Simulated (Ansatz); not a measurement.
`[SiH3][GaH][Cl]` + `[OH][GeH2][Br]` → `[Cl][GaH][Br]` + `[OH][GeH2][SiH3]`  (redistribution)

Program: Ansatz. Geometries: PBE0-D4/def2-TZVP. ΔE: electronic, gas phase. CCSD(T)/CBS is the MP2 limit (def2-TZVPP, def2-QZVPP) plus CCSD(T) − MP2 in def2-TZVPP, frozen cores. DFT in def2-TZVPP. For Br, Ga, Ge outer-core shells are correlated without core-valence functions, which leaves a few kJ/mol of doubt a bond. Scalar relativity is left out up to krypton. Each species was taken in one conformer, which may not be the lowest.

```
             level  ΔE (kJ/mol)  difference from CCSD(T)/CBS
         revPBE-D4        -24.8                          4.9
        r2SCANh-D4        -29.2                          0.5
        r2SCAN0-D4        -29.7                          0.0
              BLYP        -25.1                          4.6
           r2SCANh        -29.1                          0.6
RPA@PBE/def2-TZVPP        -29.0                          0.7
       HF/def2-SVP        -31.7                         -2.0
     HF/def2-QZVPP        -31.0                         -1.3
SCS-MP2/def2-QZVPP        -29.7                          0.0
      HF/CBS(def2)        -31.0                         -1.3
       CCSD(T)/CBS        -29.7                            0
```

Largest T1 diagnostic among the species: 0.013.

Leaving LDA and LC-ωPBE aside and taking each functional with its dispersion term where it has one, the values, not all of them listed here, spread over 5.2 kJ/mol, from PBE-QIDH to revPBE-D4. From BLYP to BHLYP (50 % exact exchange), in def2-TZVPP and without D4, ΔE moves by −4.0 kJ/mol.
